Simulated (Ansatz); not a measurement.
Geometry optimisation, Ansatz 0.2.0, RKS r2SCANh/6-31G*.

Input file:

```yaml
crystal:
  periodic: [false, false, false]
  atoms:
    - { symbol: C, position_ang: [0.5287, -1.7628, 0.0893] }
    - { symbol: C, position_ang: [0.6085, -0.3998, 0.8221] }
    - { symbol: F, position_ang: [1.7733, 0.1629, 0.4648] }
    - { symbol: C, position_ang: [-0.4548, 0.6001, 0.5502] }
    - { symbol: Si, position_ang: [-0.6155, 1.349, -1.1569] }
    - { symbol: Cl, position_ang: [-0.4298, 1.9681, 1.7323] }
    - { symbol: H, position_ang: [0.6025, -1.5805, -0.9999] }
    - { symbol: H, position_ang: [1.3267, -2.3766, 0.3708] }
    - { symbol: H, position_ang: [-0.4713, -2.1877, 0.336] }
    - { symbol: H, position_ang: [0.6643, -0.6202, 1.9188] }
    - { symbol: H, position_ang: [-1.4919, 0.0951, 0.7908] }
    - { symbol: H, position_ang: [0.609, 2.1605, -1.4644] }
    - { symbol: H, position_ang: [-1.8616, 2.2602, -1.2775] }
    - { symbol: H, position_ang: [-0.801, 0.3024, -2.1476] }
basis:
  gaussian: { orbitals: "6-31G*" }
hamiltonian:
  xc: r2scanh
relax:
  f_tol: 0.015
  max_steps: 40
```

Run as:

```bash
$ ansatz run input.yaml --threads 2 --pin off --max-ram 3072MiB --backend cpu --events-out ev --progress --plain --runs-dir out
```

**Question.** Where does it end, and by what steps?

**Answer.** It converged. After 10 steps the energy has fallen by 0.446 eV; H14 moved furthest, 0.43 Å.

```tsv
step	energy less start (eV)	largest force component (eV/Å)	accepted
0	0.0000	3.685	yes
1	-0.3785	1.060	yes
2	-0.4261	0.321	yes
3	-0.4312	0.125	yes
4	-0.4358	0.120	yes
5	-0.4397	0.190	yes
6	-0.4426	0.129	yes
7	-0.4446	0.073	yes
8	-0.4453	0.047	yes
9	-0.4456	0.016	yes
10	-0.4456	0.004	yes
```

```xyz
14
Properties=species:S:1:pos:R:3
C 0.401 -1.744 0.134
C 0.629 -0.394 0.783
F 1.782 0.169 0.233
C -0.529 0.563 0.558
Si -0.533 1.390 -1.163
Cl -0.488 1.920 1.768
H 0.197 -1.641 -0.935
H 1.298 -2.356 0.255
H -0.439 -2.263 0.606
H 0.816 -0.509 1.857
H -1.471 0.039 0.742
H 0.556 2.385 -1.257
H -1.849 2.055 -1.332
H -0.379 0.356 -2.221
```

Time of the run: 40 s on 2 threads of Intel(R) Xeon(R) 6975P-C (Granite Rapids), with other jobs on the host, peak memory 0.33 GiB.
